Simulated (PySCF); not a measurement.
Isomers of C5H14SSi2, mass 162.035 u with the commonest isotopes. Level of theory: PBE0/pcSseg-1 in PySCF (dipole) on a GFN2-xTB geometry, gas phase. One conformer each, none proved a minimum here; rigid rotors.

Question: Order these by dipole moment, largest first.
A. `[CH3:1][S:2][C@H:3]([SiH3:4])[SiH2:5][CH:6]1[CH2:7][CH2:8]1` with C1–S2–C3–Si4 -85°, S2–C3–Si5–C6 179°, C3–Si5–C6–C7 176°
B. `[CH2:1]=[CH:2][C@@H:3]([CH2:4][CH3:5])[SiH2:6][S:7][SiH3:8]` with C1–C2–C3–C4 133°, C2–C3–C4–C5 -64°, C2–C3–Si6–S7 -63°, C3–Si6–S7–Si8 -179°
C. `[CH3:1][CH2:2]/[CH:3]=[CH:4]/[SiH2:5][S:6][SiH2:7][CH3:8]` with C1–C2–C3–C4 -119°, C3–C4–Si5–S6 -152°, C4–Si5–S6–Si7 -177°, Si5–S6–Si7–C8 -171°
D. `[CH2:1]=[CH:2][CH2:3][SiH2:4][C@H:5]([SiH3:6])[S:7][CH3:8]` with C1–C2–C3–Si4 -104°, C2–C3–Si4–C5 180°, C3–Si4–C5–Si6 -60°, Si4–C5–S7–C8 72°
E. `[CH3:1][Si@@H:2]1[CH2:3][C:4]([CH3:5])([CH3:6])[SiH2:7][S:8]1` with C1–Si2–C3–C4 -150°, Si2–C3–C4–C5 -73°, C3–C4–Si7–S8 -38°, C4–Si7–S8–Si2 15°

Answer: E (2.70 D), A (1.93 D), B (1.24 D), C (1.10 D), D (0.92 D).

Question: Order these by out-of-plane moment Σ m c² = (Ia + Ib − Ic)/2, largest first.
A. `[CH3:1][CH2:2]/[CH:3]=[CH:4]/[SiH2:5][S:6][SiH2:7][CH3:8]` with C1–C2–C3–C4 -119°, C3–C4–Si5–S6 -152°, C4–Si5–S6–Si7 -177°, Si5–S6–Si7–C8 -171°
B. `[CH3:1][S:2][C@H:3]([SiH3:4])[SiH2:5][CH:6]1[CH2:7][CH2:8]1` with C1–S2–C3–Si4 -85°, S2–C3–Si5–C6 179°, C3–Si5–C6–C7 176°
C. `[CH2:1]=[C:2]([CH3:3])[SiH2:4][S:5][SiH:6]([CH3:7])[CH3:8]` with C1–C2–Si4–S5 2°, C2–Si4–S5–Si6 -171°, Si4–S5–Si6–C7 77°
D. `[CH2:1]=[CH:2][CH2:3][SiH2:4][C@H:5]([SiH3:6])[S:7][CH3:8]` with C1–C2–C3–Si4 -104°, C2–C3–Si4–C5 180°, C3–Si4–C5–Si6 -60°, Si4–C5–S7–C8 72°
E. `[CH2:1]=[CH:2][C@@H:3]([CH2:4][CH3:5])[SiH2:6][S:7][SiH3:8]` with C1–C2–C3–C4 133°, C2–C3–C4–C5 -64°, C2–C3–Si6–S7 -63°, C3–Si6–S7–Si8 -179°
F. `[CH3:1][Si@@H:2]1[CH2:3][C:4]([CH3:5])([CH3:6])[SiH2:7][S:8]1` with C1–Si2–C3–C4 -150°, Si2–C3–C4–C5 -73°, C3–C4–Si7–S8 -38°, C4–Si7–S8–Si2 15°

Answer: F (77.90 u·Å²), C (77.31 u·Å²), E (72.99 u·Å²), D (71.22 u·Å²), B (61.19 u·Å²), A (32.76 u·Å²).

Question: Order these by rotational constant C, largest first.
A. `[CH3:1][S:2][C@H:3]([SiH3:4])[SiH2:5][CH:6]1[CH2:7][CH2:8]1` with C1–S2–C3–Si4 -85°, S2–C3–Si5–C6 179°, C3–Si5–C6–C7 176°
B. `[CH3:1][CH2:2]/[CH:3]=[CH:4]/[SiH2:5][S:6][SiH2:7][CH3:8]` with C1–C2–C3–C4 -119°, C3–C4–Si5–S6 -152°, C4–Si5–S6–Si7 -177°, Si5–S6–Si7–C8 -171°
C. `[CH2:1]=[CH:2][CH2:3][SiH2:4][C@H:5]([SiH3:6])[S:7][CH3:8]` with C1–C2–C3–Si4 -104°, C2–C3–Si4–C5 180°, C3–Si4–C5–Si6 -60°, Si4–C5–S7–C8 72°
D. `[CH3:1][Si@@H:2]1[CH2:3][C:4]([CH3:5])([CH3:6])[SiH2:7][S:8]1` with C1–Si2–C3–C4 -150°, Si2–C3–C4–C5 -73°, C3–C4–Si7–S8 -38°, C4–Si7–S8–Si2 15°

Answer: D (761.1 MHz), A (511.9 MHz), C (498.7 MHz), B (328.2 MHz).

| SMILES | point group | Ia (u·Å²) | Ib (u·Å²) | Ic (u·Å²) | κ | μa (D) | μb (D) | μc (D) |
| --- | --- | --- | --- | --- | --- | --- | --- | --- |
| C=CC[SiH2][C@H]([SiH3])SC | C1 | 263.60 | 892.31 | 1013.46 | -0.90 | 0.40 | 0.58 | 0.59 |
| C=C[C@@H](CC)[SiH2]S[SiH3] | C1 | 235.71 | 915.09 | 1004.83 | -0.94 | 0.03 | 0.05 | 1.24 |
| C[Si@@H]1CC(C)(C)[SiH2]S1 | C1 | 297.10 | 522.72 | 664.02 | -0.56 | 1.09 | 2.41 | 0.54 |
| CC/C=C/[SiH2]S[SiH2]C | C1 | 116.03 | 1489.17 | 1539.69 | -0.99 | 0.71 | 0.67 | 0.51 |
| CS[C@H]([SiH3])[SiH2]C1CC1 | C1 | 244.83 | 864.80 | 987.24 | -0.91 | 0.43 | 0.45 | 1.83 |
| C=C(C)[SiH2]S[SiH](C)C | C1 | 213.48 | 924.46 | 983.32 | -0.96 | 0.13 | 1.74 | 0.80 |
